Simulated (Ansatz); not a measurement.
Basis-set extrapolation for `BCC(C)N` (PBE0-D4/def2-TZVP geometry, frozen core, Ansatz 0.2.0). Multiplicity 1, RHF reference.

```tsv
	def2-TZVPP	def2-QZVPP
HF	-198.611764	-198.621568
MP2 correlation	-0.846156	-0.900703
CCSD(T) correlation	-0.935454	not run
```

Energies in hartree. Use E(X) = E(∞) + A·exp(−7.88·√X) for Hartree–Fock and E(X) = E(∞) + B·X^(−2.97) for correlation, with X = 3 and 4, and add CCSD(T) minus MP2 of the smaller set to the MP2 limit.

Problem. What is the CCSD(T) energy at the basis-set limit?

Solution. HF limit: -198.621568 + (-0.009804) × 0.13774 = -198.62292. MP2 limit: -0.900703 + (-0.054547) × 0.74074 = -0.94111. Higher-order term: -0.935454 − (-0.846156) = -0.08930. Total: -199.65333 hartree, 66.6 kcal/mol below CCSD(T)/def2-TZVPP.
